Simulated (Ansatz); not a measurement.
Consider the isomerisation: `[OH][GeH]([F])[SiH2]Cl` → `[F][GeH]([Cl])[O][SiH3]`.

Calculated with Ansatz (gas phase, PBE0-D4/def2-TZVP geometries, no zero-point term in ΔE). CBS: MP2 limit from def2 TZ/QZ plus the TZ coupled-cluster correction, frozen cores. Functionals use def2-TZVPP. B3LYP here is the variant with VWN-RPA as its local correlation; programs differ in this. For Ge outer-core shells are correlated without core-valence functions, which leaves a few kJ/mol of doubt a bond. Scalar relativity is left out up to krypton. Each species was taken in one conformer, which may not be the lowest.

`[OH][GeH]([F])[SiH2]Cl`:

Cartesian coordinates in Å:
```
O -1.001 1.326 1.286
Ge -0.872 -0.296 0.603
F -2.172 -0.490 -0.546
Si 1.140 -0.467 -0.686
Cl 1.456 1.426 -1.441
H -0.696 2.008 0.681
H -1.163 -1.261 1.756
H 2.302 -0.830 0.160
H 1.007 -1.417 -1.815
```

`[F][GeH]([Cl])[O][SiH3]`:

Z-matrix (Å, degrees):
```
Ge
Cl 1 2.125
O 1 1.736 2 109.9
F 1 1.724 2 106.0 3 115.6
H 1 1.520 2 112.8 3 -124.3
Si 3 1.651 1 136.5 2 57.0
H 6 1.485 3 110.4 1 -22.0
H 6 1.482 3 107.6 1 -142.1
H 6 1.483 3 109.4 1 98.7
```

| level | ΔE (kJ/mol) | difference from CCSD(T)/CBS |
| --- | --- | --- |
| PBE-D4 | -53.4 | 25.0 |
| r2SCAN-D4 | -73.6 | 4.8 |
| PBE0-D4 | -64.2 | 14.2 |
| B3LYP-D4 | -76.6 | 1.8 |
| ωB97X-V | -79.2 | -0.8 |
| PBE | -53.5 | 24.9 |
| r2SCAN | -73.5 | 4.9 |
| B3LYP | -76.8 | 1.6 |
| SCS-MP2/def2-TZVPP | -93.8 | -15.4 |
| CCSD/def2-TZVPP | -88.6 | -10.2 |
| HF/def2-QZVPP | -114.0 | -35.6 |
| MP2/def2-QZVPP | -85.4 | -7.0 |
| SCS-MP2/def2-QZVPP | -90.8 | -12.4 |
| HF/CBS(def2) | -114.3 | -35.9 |
| MP2/CBS(def2) | -81.6 | -3.2 |
| CCSD/CBS(def2) | -81.4 | -3.0 |
| CCSD(T)/CBS | -78.4 | 0 |

Largest T1 diagnostic among the species: 0.012.

From PBE to PBE0 (25 % exact exchange), in def2-TZVPP and without D4, ΔE moves by −10.8 kJ/mol. In def2-TZVPP, CCSD(T) changes the Hartree–Fock value by +26.4 kJ/mol (the triples alone add +3.0 kJ/mol) and MP2 by +23.2 kJ/mol.
